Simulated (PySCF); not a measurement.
Exercise with solution: dipole moment from atomic charges

B(Cl)(SH)2 (BClH₂S₂), SMILES SB(S)Cl. Atoms are numbered in the order given.

```xyz
6

B      0.0000     0.0000     0.0092
Cl     0.0000     0.0000    -1.7521
S      0.0000    -1.6173     0.7992
H      0.0000    -1.2001     2.0831
S      0.0000     1.6173     0.7992
H      0.0000     1.2001     2.0831
```

Geometry: PBE0-D3(BJ)/def2-SVP. Other conformers were not sampled.

Charges (e) from PySCF with CAM-B3LYP/def2-TZVPD:

```tsv
atom	ESP fit	IAO
B1	-0.047	-0.072
Cl2	0.015	-0.079
S3	-0.163	-0.012
H4	0.179	0.088
S5	-0.163	-0.012
H6	0.179	0.088
```

The dipole moment of the full density is 2.19 D.

What dipole moment does each set of point charges give, and which comes closer to that of the density?


μ = Σ q r, and 1 e Å = 4.8032 D.
ESP fit: Σ q r = (0.000, 0.000, 0.458) e Å, |μ| = 2.20 D.
IAO: Σ q r = (0.000, 0.000, 0.485) e Å, |μ| = 2.33 D.
ESP fit comes closer in size. Point charges leave out the atoms' own dipoles (lone pairs, polarised bonds); fits to the potential absorb them, partitions of the density don't.
